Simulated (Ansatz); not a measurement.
Coupled-cluster diagnostics for Te2Mo, Ansatz.

Geometry of the singlet (B3LYP-D4/def2-TZVP):

```xyz
3

Mo   -0.289    0.143   -0.900
Te   -1.722   -0.286    1.015
Te    2.011    0.143   -0.115
```

In the def2 sets Mo, Te take a core potential; there is no spin–orbit coupling. Correlated methods freeze 8 core orbitals; core or outer-core shells of Mo, Te are correlated, in sets that lack core-valence functions. At PBE0-D4/def2-TZVP a triplet of charge 0 lies 0.98 eV below the restricted singlet, each at its own geometry. The structure comes from a short search, and lower isomers may exist.

(1) Estimate the CCSD(T) correlation energy, the shares of MP2 and (T), T1 and the reference's ⟨S²⟩ for: charge 0, singlet, own geometry in def2-TZVPP; and the rough time on 4 threads of Arm Neoverse V2 on a shared host.

Answers

(1) 
```csv
state,basis,correlation (eV),MP2 share (%),(T) share (%),T1,⟨S²⟩ (pure),wall time,remarks
"charge 0, singlet, own geometry",def2-TZVPP,-38.902,102.7,5.0,0.052,0.00 (0.00),94 s,"large T1, restricted SCF unstable"
```
Customary marks for T1 are 0.02 (closed shells), 0.045 (open shells) and about 0.05 (3d metals). T1 exceeds 0.02 in 1 of 1 rows and 0.045 in 1; the higher it lies, the less the single-reference result can be trusted.
